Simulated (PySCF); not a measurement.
# Shifts of the heteroatoms

Cartesian coordinates in Å; atom numbers follow the order of the lines, from 1:
```xyz
11

F    -2.021    0.056    1.171
C    -1.493   -0.002   -0.102
C    -0.006   -0.017   -0.048
C     0.886    1.087   -0.037
N     2.120    0.683    0.046
O     2.099   -0.665    0.099
C     0.840   -1.089    0.047
H    -1.861    0.882   -0.632
H    -1.883   -0.916   -0.559
H     0.656    2.132   -0.090
H     0.669   -2.147    0.078
```

[PySCF 2.14: GFN2-xTB geometry; NMR shieldings at PBE0/pcSseg-1/GIAO; one computed conformer; equivalent nuclei averaged; no relativistic terms; no solvent]

(1) Predict the $^{19}$F NMR data.

(2) What are the $^{15}$N shifts?

(3) Where does $^{17}$O resonate?

## Answers

(1) 
```json
{"atoms": "F1", "environment": "fluorine on an sp3 carbon", "σ (ppm)": "393.7", "δ (ppm)": "-194.7"}
```

Shieldings were converted by a linear fit to measured shifts: $^{19}$F: δ = 146.13 − 0.903σ +14.6 on sp3 carbon (rms 6.0 ppm, 223 shifts, 7.0 ppm with the 5 outliers that the fit left out vs CFCl3, solution or neat liquid). Occasional misses reach two or three times the rms, and more in compound classes unlike the fitted ones.

On a 300 MHz spectrometer $^{19}$F resonates near 282.3 MHz, so 1 ppm is 282.3 Hz.

(2) 
```
atoms                         environment  σ (ppm)  δ (ppm)
   N5  pyridine-type nitrogen of an azole   -158.1     -2.4
```

Shieldings were converted by a linear fit to measured shifts: $^{15}$N (scatter 6.3 ppm rms vs CH3NO2, solution or neat liquid). A few per cent of atoms miss by over 2 rms, more outside the fitted compound classes.

On a 400 MHz spectrometer $^{15}$N resonates near 40.5 MHz, so 1 ppm is 40.5 Hz.

(3) 
```json
{"atoms": "O6", "environment": "aromatic ring oxygen", "σ (ppm)": "-74.4", "δ (ppm)": "334.5"}
```

Shieldings were converted by a linear fit to measured shifts: $^{17}$O: δ = 266.70 − 0.911σ (rms 10.7 ppm, 155 shifts, 12.2 ppm with the 3 outliers that the fit left out vs liquid water, solution or neat liquid). A few per cent of atoms miss by over 2 rms, more outside the fitted compound classes.

On a 600 MHz spectrometer $^{17}$O resonates near 81.3 MHz, so 1 ppm is 81.3 Hz.
